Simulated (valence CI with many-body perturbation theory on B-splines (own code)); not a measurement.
Values are calculated unless marked as measured or tabulated.
# Gd59+: what the settings do

Level of theory: configuration interaction combined with many-body perturbation theory (CI+MBPT): three valence electrons over a frozen Dirac-Fock core [He], a basis of 6 s, 6 p, 5 d, 3 f, 1 g functions for each j, with the one-electron correlation potential Σ1, the two-electron term Σ2, the three-electron term Σ3, Breit, model QED; selected CI, second order for the rest (own B-spline code, finite nucleus).

The last digits are not significant, and no measured levels were compared; by estimate large intervals hold to a few tenths of a per cent, small ones and those within an open d or f shell to about a per cent.

The reference run has the lowest level (2s^2 2p1/2) J=1/2 and an ionisation energy of 13515.2 eV. Its largest variational space holds 3566 state functions.

Levels are named by their leading jj configuration (3d3/2^4 stands for four electrons in 3d with j = 3/2), which in mixed levels can hold well under half, so a name can repeat and another be missing. Letters in brackets count levels of one name in rising energy.

```
                     Level  Reference (cm⁻¹)  Shift (cm⁻¹)
        (2s 2p1/2^2) J=1/2           1716860        -97135
        (2s^2 2p3/2) J=3/2           6127530        +92866
(2s 2p1/2 2p3/2) J=3/2 [a]           7327180         +1172
    (2s 2p1/2 2p3/2) J=5/2           7625130        +55206
    (2s 2p1/2 2p3/2) J=1/2           8108460         -2584
(2s 2p1/2 2p3/2) J=3/2 [b]           8121800        +29170
     (2p1/2^2 2p3/2) J=3/2           9923900        -76685
        (2s 2p3/2^2) J=5/2          13599700       +123688
        (2s 2p3/2^2) J=1/2          14332100        +69546
        (2s 2p3/2^2) J=3/2          14339100       +107390
     (2p1/2 2p3/2^2) J=3/2          15726400        +13554
     (2p1/2 2p3/2^2) J=5/2          15902300        +66278
```

The ionisation energy moves by +20.2 eV.

Q: Which of these changes was made?
A. Breit term on → off
B. screening of Σ1 on → off
C. Davidson tolerance 2e-05 → 0.03

A: A. Breit term on → off.
